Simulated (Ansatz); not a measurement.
CaCl (SMILES [Cl][Ca+]), charge +1, singlet, geometry from GFN2-xTB (such geometries of metal compounds can be far from the true shape). Base run: PBE/pcseg-1 in Ansatz (a first-principles code).

The Ansatz input:
Ansatz 0.2 input:
```yaml
crystal:
  periodic: [false, false, false]
  atoms:
    - {symbol: Ca, position_ang: [-0.00000000, -0.00000000, -1.06248471]}
    - {symbol: Cl, position_ang: [0.00000000, 0.00000000, 1.24998201]}
basis:
  gaussian:
    orbitals: pcseg-1.json
hamiltonian:
  xc: pbe
total_charge: 1
```
The basis file holds pcseg-1 in the JSON format of the Basis Set Exchange.

Each row names what was changed in the base input (with any setting that the change needs).

```
change               basis functions       E (Eh)
-------------------  ---------------  -----------
base                              42  -1137.12907
basis = STO-3G                    22  -1125.29221
basis = pcseg-0                   32  -1135.32016
basis = def2-SVP                  42  -1136.98872
basis = pc-1                      42  -1137.19136
basis = 6-31G                     42  -1137.15265
basis = def2-SVPD                 54  -1136.99588
basis = aug-pcseg-1               60  -1137.13327
basis = def2-TZVP                 73  -1137.23230
basis = 6-311++G**                74  -1137.22669
basis = cc-pVTZ                   77  -1137.25512
basis = cc-pV(T+d)Z               82  -1137.25544
basis = def2-TZVPD                82  -1137.23329
```

Totals compare only among sets that treat the same electrons; sets with core potentials leave the core out.
